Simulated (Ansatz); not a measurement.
Al4F2⁻. Total charge -1; doublet. Geometry PBE-D4/def2-SVPD.

```csv
atom,x (Å),y (Å),z (Å)
Al1,-0.576,-0.370,-1.112
Al2,-1.710,0.586,1.017
Al3,0.737,-0.277,1.042
Al4,0.541,2.027,-0.417
F5,-0.948,-1.085,-2.648
F6,1.957,-0.881,2.118
```

At r2SCAN-D4/def2-TZVPD the charge -1 doublet is spin-contaminated (final ⟨S²⟩ up to 0.98, 0.75 for a pure state). The structure comes from a short search, and lower isomers may exist.

Task: Estimate the α-spin orbital energies around the gap (eV) in Ansatz with LDA (SPW92)/def2-TZVPD, PBE-D4/def2-TZVPD, r2SCAN-D4/def2-TZVPD, PBE0-D4/def2-TZVPD, BHLYP-D4/def2-TZVPD.

Result: 
```csv
orbital,LDA (SPW92)/def2-TZVPD,PBE-D4/def2-TZVPD,r2SCAN-D4/def2-TZVPD,PBE0-D4/def2-TZVPD,BHLYP-D4/def2-TZVPD
HOMO−9,-6.47,-6.28,-6.72,-8.04,-9.59
HOMO−8,-5.76,-5.53,-5.99,-7.51,-9.44
HOMO−7,-5.74,-5.51,-5.98,-7.49,-9.42
HOMO−6,-5.74,-5.50,-5.97,-7.48,-9.42
HOMO−5,-5.72,-5.49,-5.95,-7.47,-9.41
HOMO−4,-3.82,-3.68,-3.87,-4.75,-5.64
HOMO−3,-2.97,-2.85,-3.05,-3.83,-4.59
HOMO−2,-2.23,-2.08,-2.23,-2.86,-3.45
HOMO−1,-0.42,-0.32,-0.48,-1.01,-1.48
HOMO,-0.19,-0.17,-0.40,-0.89,-1.37
LUMO,0.49,0.64,0.68,1.23,2.04
LUMO+1,0.71,0.85,1.00,1.45,2.24
LUMO+2,1.80,1.95,2.23,2.55,3.14
LUMO+3,1.93,2.09,2.33,2.74,3.29
LUMO+4,2.33,2.44,2.86,2.89,3.45
LUMO+5,2.67,2.70,3.32,3.10,3.49
β HOMO,-0.26,-0.17,-0.34,-0.81,-1.25
β LUMO,0.27,0.52,0.74,1.16,1.86
```
